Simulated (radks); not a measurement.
Coulomb parameter of the 4f shell of the promethium ion Pm2+ in the model configuration [Xe] 4f3.5 6s1.5, as a second difference U = [E(n + 0.25) + E(n - 0.25) - 2 E(n)] / (0.25)^2 with all orbitals relaxed. "Bare": the charge of the atom changes with n. "Screened": the 6s shell takes up the change at fixed total charge, which measures U(4f,4f) + U(6s,6s) - 2 U(4f,6s). Method: Dirac Kohn-Sham, PBEsol, spin-unpolarised, spherical densities, point nucleus; open shells are shared between the two j in proportion to 2j + 1; computed with a radial shooting solver on a logarithmic mesh with Libxc functionals.

start: configuration [Xe] 4f3.5 6s1.5; E - E(n) (eV) 0.000
bare +0.25: configuration [Xe] 4f3.75 6s1.5; E - E(n) (eV) -6.481
bare -0.25: configuration [Xe] 4f3.25 6s1.5; E - E(n) (eV) 7.588
screened +0.25: configuration [Xe] 4f3.75 6s1.25; E - E(n) (eV) -2.650
screened -0.25: configuration [Xe] 4f3.25 6s1.75; E - E(n) (eV) 3.135

U(bare) = 17.726 eV, U(screened by 6s) = 7.751 eV.
